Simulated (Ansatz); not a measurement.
CH3Cl3Si (SMILES C[Si](Cl)(Cl)Cl), singlet, at a GFN2-xTB geometry; R2SCAN/6-31G in Ansatz (a first-principles code).

Here is a job for Ansatz.
Ansatz 0.2 input:
```yaml
crystal:
  periodic: [false, false, false]
  atoms:
    - {symbol: C, position_ang: [-2.08539302, -0.43002418, 0.05735758]}
    - {symbol: Si, position_ang: [-0.22565362, -0.04653152, 0.00620648]}
    - {symbol: Cl, position_ang: [0.68040569, -1.19502435, -1.39062803]}
    - {symbol: Cl, position_ang: [0.06775652, 1.90072752, -0.45554951]}
    - {symbol: Cl, position_ang: [0.60976201, -0.42568869, 1.80882858]}
    - {symbol: H, position_ang: [-2.26630565, -1.46926637, 0.31744164]}
    - {symbol: H, position_ang: [-2.59468576, 0.18660249, 0.79274175]}
    - {symbol: H, position_ang: [-2.55221147, -0.24599592, -0.90628735]}
basis:
  gaussian:
    orbitals: 6-31G
hamiltonian:
  xc: r2scan
```

Task: What does Ansatz print? Leave out banner, timings and long lists.

Result: 
```
Functional definition: r2SCAN
783 factors; integrals over basis functions are off by at most 2.0e-4 eV
mean field evaluation 1: about -46521.8089 eV, gradient 4.4e1 eV
mean field evaluation 2: about -46518.7504 eV, gradient 5.2e1 eV
mean field evaluation 4: about -46526.8153 eV, gradient 1.7e0 eV
mean field evaluation 8: about -46526.8136 eV, gradient 4.8e-2 eV
mean field -46526.81360710 eV, -1709.8288630541 hartree, gradient 2.5e-5 eV, S^2 0.000000; 0 other end points of the search recorded, 0 dependent functions left out
reference -46526.81361572 eV, -1709.8288633707 hartree; 37, 37 occupied and 30, 30 virtual orbitals, 783 factors
Total energy: -46526.81361572 eV, -1709.8288633707 hartree
```
